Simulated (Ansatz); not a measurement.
Geometry optimisation, RKS B3LYP-D4/def2-SVP (Ansatz).

input.yaml

```yaml
crystal:
  periodic: [false, false, false]
  atoms:
    - { symbol: O, position_ang: [-0.30945, 0.70851, 0.22434] }
    - { symbol: B, position_ang: [0.29099, -0.59746, -0.1409] }
    - { symbol: Cl, position_ang: [1.34858, -1.22997, 0.99269] }
    - { symbol: Br, position_ang: [-0.28782, -1.20958, -1.78372] }
    - { symbol: H, position_ang: [-0.94425, 1.17266, -0.3593] }
    - { symbol: H, position_ang: [-0.09805, 1.15583, 1.06689] }
total_charge: 1
basis:
  gaussian: { orbitals: def2-SVP }
hamiltonian:
  xc: b3lyp
  dispersion: d4
relax:
  f_tol: 0.015
  max_steps: 40
output:
  orbitals: {}
```

Launched with:

```bash
$ ansatz run input.yaml --threads 1 --pin off --max-ram 2048MiB --backend cpu --events-out ev --progress --plain --runs-dir out
```

**Question.** Where does it end, and by what steps?

**Answer.** The run converged. Limits of this set-up: the dipole of an ion depends on the origin. After 4 steps the energy has fallen by 0.022 eV; Br4 moved furthest, 0.04 Å.

```tsv
step	energy less start (eV)	largest force component (eV/Å)	accepted
0	0.0000	0.606	yes
1	-0.0181	0.326	yes
2	-0.0223	0.063	yes
3	-0.0222	0.043	no
4	-0.0225	0.008	yes
```

```xyz
6
Properties=species:S:1:pos:R:3
O -0.312 0.716 0.230
B 0.281 -0.595 -0.156
Cl 1.357 -1.234 1.001
Br -0.280 -1.244 -1.806
H -0.948 1.194 -0.345
H -0.097 1.163 1.077
```

Whether the end is a true minimum wasn't checked by a vibrational analysis.

Run time: 38 s on 1 thread of Arm Neoverse N1, with other jobs on the host, peak memory 0.18 GiB.
